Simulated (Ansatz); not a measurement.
Cost and result up the ladder for ZrHCl3 (5 atoms). Charge 0, multiplicity 1. Geometry: r2SCAN-D4/def2-SVP.

```
atom   x (Å)   y (Å)   z (Å)
 Zr1   0.004  -0.002   0.006
  H2  -0.915   0.537  -1.481
 Cl3   1.643   1.623   0.320
 Cl4   0.859  -2.097  -0.549
 Cl5  -1.591  -0.061   1.703
```

Ansatz on 4 threads of Arm Neoverse V2 on a shared host. Times are rough, and most runs start from the orbitals of an earlier one. CAM-B3LYP-D4/def2-TZVP serves as the yardstick here, not as an exact answer. Differences are given only for rows in sets of like size (and for xTB, whose basis is part of the method), since another set adds its own error. Binding counts from free atoms at the same level (Zr triplet, H doublet, Cl doublet; other spins of the atoms weren't run), without zero-point energy or a counterpoise term.

In the def2 sets Zr takes a core potential; there is no spin–orbit coupling. B3LYP takes the VWN-RPA correlation. HSE06 is defined as in plane-wave codes, on full-range PBE exchange. Correlated methods freeze 15 core orbitals; core or outer-core shells of Zr are correlated, in sets that lack core-valence functions.

Correlated methods converge slowly with the basis.

```csv
level,functions,binding energy per atom (eV),difference from CAM-B3LYP-D4/def2-TZVP (eV)
PBE0-D4/def2-TZVPD,187,3.73,0.06
HF/def2-TZVP,157,2.82,-0.85
MP2/def2-TZVP,157,3.75,0.08
PBE0-D4/def2-SVP,90,3.78,–
B3LYP-D4/def2-TZVP,157,3.68,0.01
LDA (SPW92)/def2-TZVP,157,4.22,0.55
PBE0-D4/def2-TZVP,157,3.73,0.06
HSE06-D4/def2-TZVP,157,3.73,0.06
CCSD(T)/def2-TZVPP,196,3.66,-0.01
CAM-B3LYP-D4/def2-TZVP,157,3.67,0.00
```

Q: Estimate how long each takes.

A: LDA (SPW92)/def2-TZVP 0.8 s; HF/def2-TZVP 1.1 s; PBE0-D4/def2-SVP 1.2 s; MP2/def2-TZVP 1.4 s; PBE0-D4/def2-TZVP 1.9 s; B3LYP-D4/def2-TZVP 2.1 s; HSE06-D4/def2-TZVP 2.1 s; CAM-B3LYP-D4/def2-TZVP 2.4 s; PBE0-D4/def2-TZVPD 2.6 s; CCSD(T)/def2-TZVPP 66 s. On shared hardware such times vary by a factor of up to 3.
